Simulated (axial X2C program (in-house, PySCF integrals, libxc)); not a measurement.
Worked dissociation energy of CoB⁻: PBE0, spin-free

Calculated with an in-house all-electron X2C program for linear molecules (integrals from PySCF). Spin-free means the one-electron spin-free X2C Hamiltonian. Basis: Co dyall-acv3z [10s11p7d4f2g], B dyall-av3z [8s7p3d2f] (cores contracted in-house); Gaussian nuclei, density fitting, unrestricted open shells. Masses: Co 58.933 u, B 11.009 u.

Molecular state: M_S = 1/2, Λ = 2 (beyond evenly filled blocks: δ+α, δ+β, δ-α).

```
E(Co-) (2M_S = 2, M_L = 2) : -1393.066868 hartree
E(B) (2M_S = 1, M_L = 0)   : -24.626671 hartree
E(CoB⁻) at Re              : -1417.805153 hartree
ωe                         : 626.5 cm⁻¹
ωexe                       : 3.13 cm⁻¹
```

(1) Work out De and D0.

The state is one determinant whose occupation by symmetry is held fixed; it was picked as the lowest of a PBE0 search that is not exhaustive. De is counted from the lowest determinant-based energies of the atoms at the same level, without counterpoise correction. The functionals have no current-density term, which raises determinants with orbital currents, atoms included. The highest occupied level of some functionals is positive through self-interaction error; at Hartree–Fock it is bound. The determinant is spin-polarised beyond a pure state at some levels (its spin-free form has ⟨S²⟩ too high), which makes Re and μ there less reliable.

Each atomic determinant is the lowest at this level and need not be a pure term. Totals compare only within one Hamiltonian and basis.

Results:

(1) De = -1393.066868 + (-24.626671) − (-1417.805153) = 0.11161 hartree = 3.037 eV. The zero-point energy is ωe/2 − ωexe/4 = 312 cm⁻¹ = 0.039 eV, so D0 = 2.998 eV.
